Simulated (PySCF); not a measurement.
Choosing a molecule for a target property.

Species are written as SMILES; each is one conformer at its optimised geometry, gas phase, non-relativistic unless stated. Electronic properties by PySCF.

Dipoles, sizes and rotational constants follow the conformer. The torsions of the flexible species, by atom-mapped SMILES:
- `[CH3:1][CH2:2][SiH2:3]/[C:4]([F:5])=[CH:6]\[SiH2:7][O:8][SiH3:9]`: C1–C2–Si3–C4 58°, C2–Si3–C4–F5 -83°, C4–C6–Si7–O8 -47°, C6–Si7–O8–Si9 -173°
- `[CH3:1][O:2][C:3](=[O:4])[C@H:5]1[CH2:6][CH2:7][Si:8]1([NH2:9])[NH2:10]`: C1–O2–C3–O4 -1°, O2–C3–C5–C6 156°, H–N9–Si8–C7 -85°, H–N9–Si8–C7 54°, H–N10–Si8–C7 69°, H–N10–Si8–C7 -157°
- `[CH3:1][C:2]([CH3:3])([CH3:4])[CH2:5][O:6][SiH2:7][O:8][SiH3:9]`: C1–C2–C5–O6 -179°, C2–C5–O6–Si7 -155°, C5–O6–Si7–O8 175°, O6–Si7–O8–Si9 151°
- `[CH2:1]=[CH:2][SiH2:3][C@@H:4]([CH2:5][F:6])[CH:7]([Cl:8])[Cl:9]`: C1–C2–Si3–C4 -119°, C2–Si3–C4–C5 40°, Si3–C4–C5–F6 53°, Si3–C4–C7–Cl8 49°

Task: Wanted: dipole moment above 2.5 D (PBE0/pcSseg-1) and HOMO–LUMO gap above 7 eV (PBE0/pcSseg-1), at GFN2-xTB geometries. Which candidate meets both?
A. `C(OC)(=O)[C@@H]1[Si](N)(N)CC1`
B. `CC[SiH2]/C(F)=C\[SiH2]O[SiH3]`
C. `C=C[SiH2][C@@H](CF)C(Cl)Cl`
D. `O([SiH3])[SiH2]OCC(C)(C)C`

Result: A. Computed values:
```
                      species  dipole moment  HOMO–LUMO gap
    O([SiH3])[SiH2]OCC(C)(C)C         0.87 D        8.40 eV
CC[SiH2]/C(F)=C\[SiH2]O[SiH3]         1.71 D        6.76 eV
   C=C[SiH2][C@@H](CF)C(Cl)Cl         2.36 D        7.54 eV
C(OC)(=O)[C@@H]1[Si](N)(N)CC1         2.66 D        7.73 eV
```
